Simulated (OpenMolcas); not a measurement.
# Mo3+: effect of the metal basis

Mo3+ with 6 ligands (chloride) in octahedral coordination (Oh) at 2.45 Å. A charge of +0.5 e stands 2.6 Å behind each ligand.

```json
{
  "Program": "OpenMolcas",
  "Method": "SS-CASPT2, IPEA 0.25 Eh, imaginary shift 0.1 Eh (closed shells correlated: 4s 4p and the ligand valence shells)",
  "Spin-orbit coupling": "state interaction with AMFI integrals over the reference wave functions"
}
```

Fixed: ligand basis ANO-RCC-VDZP, active space 3 electrons in 5 orbitals (4d), DKH2 Hamiltonian.

States (labels of O, the rotations of Oh). Energies in cm-1 above the lowest state or level, χT in cm3 K/mol; 10Dq and B are least-squares fits to the states below 45000 cm-1, weighted by degeneracy, with a free offset, and given where the rms deviation is under 5 % of |10Dq| (or 100 cm-1) and under 700 cm-1.

```
Run   Metal basis  Ground state  First state of that spin   10Dq  B (rms of fit)  First gap with spin-orbit (degeneracies)  χT at 300 K  First state of another spin                      Cost
  A  ANO-RCC-VDZP           4A2                 4T2 19100  18588       485 (408)                              10150 (4, 4)        1.759                     2E 10210  roughly 2.3 core-minutes
  B  ANO-RCC-VTZP           4A2                 4T2 19200  18666       475 (469)                               9230 (4, 4)        1.758                      2E 9290    roughly 4 core-minutes
```

Against A, |10Dq| changes by +0.4 % in B.

Costs are those of the CASPT2 steps.

Roots that are degenerate in the reference are averaged as groups; the widest CASPT2 spread within a group is 600 cm-1 (the 3-fold group of multiplicity 2 near 47600 cm-1 above the lowest state of its run, A). Shifts and gaps below about the spread of the groups concerned are not significant. Over all roots computed the reference weight is 0.66 in A, 0.65 to 0.66 in B; a low but even weight reflects the number of correlated electrons. Ligand-to-metal charge-transfer states are missing. With no ligand orbital active B as a rule stays too high, so bands that hang on it stand too high and its fall with covalency is understated. With one d shell and no ligand orbital active, 10Dq can be off by a tenth or more. The least metal-like active orbital is 78 % on the metal (Löwdin) and no ligand orbital is active, so the numbers are rough (holds for A). The least metal-like active orbital is 79 % on the metal (Löwdin) and no ligand orbital is active, so the numbers are rough (holds for B). No measured value stands beside these numbers; the geometry is a model, was not optimised and need not be the one that this ion takes.
